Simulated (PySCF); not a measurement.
Si(OH)(OMe)(OEt)(NH2), SMILES CCO[Si](N)(O)OC, GFN2-xTB optimised geometry.

```
19

C     -1.51    -2.70    -3.52
C     -1.74    -2.29    -2.08
O     -0.51    -2.21    -1.41
Si    -0.19    -1.49     0.00
N      1.53    -1.49     0.00
O     -0.70    -2.27     1.35
O     -1.00    -0.07     0.00
C     -1.24     0.77     1.09
H     -2.45    -2.79    -4.05
H     -0.89    -1.96    -4.02
H     -0.99    -3.66    -3.56
H     -2.38    -3.03    -1.57
H     -2.25    -1.32    -2.03
H      2.00    -1.27    -0.86
H      2.01    -1.05     0.77
H     -0.32    -3.12     1.54
H     -1.57     0.20     1.96
H     -2.01     1.49     0.80
H     -0.33     1.32     1.36
```

Density from CAM-B3LYP/def2-SVP run with PySCF at that geometry.

Minimum of the electron density along straight lines between bonded atoms, close to the bond critical point (lines longer than 1.1 times the sum of covalent radii, or with two minima, are not listed):

```
bond    length / Å  ρ at the minimum / e bohr⁻³  ∇²ρ there / e bohr⁻⁵  position (fraction from the first atom)
------  ----------  ---------------------------  --------------------  ---------------------------------------
C1–C2        1.521                        0.253                 -0.61                                     0.49
C2–O3        1.406                        0.252                 -0.31                                     0.34
O3–Si4       1.616                        0.133                  1.12                                     0.59
Si4–N5       1.725                        0.125                  0.74                                     0.40
Si4–O6       1.636                        0.128                  1.04                                     0.41
Si4–O7       1.630                        0.129                  1.08                                     0.41
O7–C8        1.401                        0.255                 -0.31                                     0.66
C1–H9        1.087                        0.276                 -1.02                                     0.63
C1–H10       1.087                        0.278                 -1.03                                     0.63
C1–H11       1.087                        0.278                 -1.03                                     0.63
C2–H12       1.097                        0.281                 -1.06                                     0.63
C2–H13       1.095                        0.284                 -1.09                                     0.64
N5–H14       1.005                        0.331                 -1.54                                     0.77
N5–H15       1.006                        0.332                 -1.53                                     0.76
O6–H16       0.953                        0.354                 -2.49                                     0.82
C8–H17       1.091                        0.284                 -1.10                                     0.64
C8–H18       1.091                        0.283                 -1.10                                     0.64
C8–H19       1.093                        0.281                 -1.07                                     0.63
```
